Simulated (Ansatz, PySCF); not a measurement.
Si(Cl)(F)2(NHMe) (CH4ClF2NSi), SMILES Cl[Si](F)(F)NC. Atoms are numbered in the order given.

```xyz
10

C     -2.3713     0.1491     0.7285
N     -0.9942     0.4567     1.0831
Si     0.3680     0.2637     0.1103
F      1.6674     0.1883     1.0559
F      0.6655     1.4709    -0.9162
Cl     0.2133    -1.4125    -1.0343
H     -2.8655    -0.4317     1.5244
H     -2.3871    -0.4674    -0.1821
H     -2.9708     1.0554     0.5345
H     -0.8702     0.9164     1.9793
```
Charge 0, spin multiplicity 1.

The structure is a stationary point at ωB97X-D3(BJ)/def2-SVP. The structure was generated by enumeration, and PubChem lists no compound with its InChIKey, so it may never have been made. Other conformers were not sampled.

Two levels are set side by side: PBE-D3(BJ)/def2-SVP (Ansatz, a quantum-chemistry and plane-wave program) and ωB97X-D3(BJ)/def2-SVP (PySCF). Each level has its own optimised geometry; the coordinates shown are those of the second. Frequencies come from the Hessian of PySCF at each geometry. Differences are taken from unrounded values.

```
quantity                            ωB97X-D3(BJ)  PBE-D3(BJ)  PBE-D3(BJ) minus ωB97X-D3(BJ)
----------------------------------  ------------  ----------  -----------------------------
mean bond length (Å)                       1.413       1.423                          0.010
bond C1–N2 (Å)                             1.455       1.455                          0.000
bond N2–Si3 (Å)                            1.685       1.698                          0.013
bond Si3–F4 (Å)                            1.609       1.622                          0.013
bond Si3–F5 (Å)                            1.612       1.626                          0.014
bond Si3–Cl6 (Å)                           2.036       2.053                          0.017
bond C1–H7 (Å)                             1.102       1.111                          0.009
bond C1–H8 (Å)                             1.100       1.108                          0.008
bond C1–H9 (Å)                             1.104       1.113                          0.009
bond N2–H10 (Å)                            1.015       1.023                          0.008
highest harmonic wavenumber (cm⁻¹)          3653        3524                           -129
mean harmonic wavenumber (cm⁻¹)             1162        1116                            -46
zero-point energy (kcal/mol)               39.87       38.30                          -1.57
```

GGA bonds tend to be longer and softer than those of functionals with exact exchange. Differences between two approximate levels are no errors against the true value.
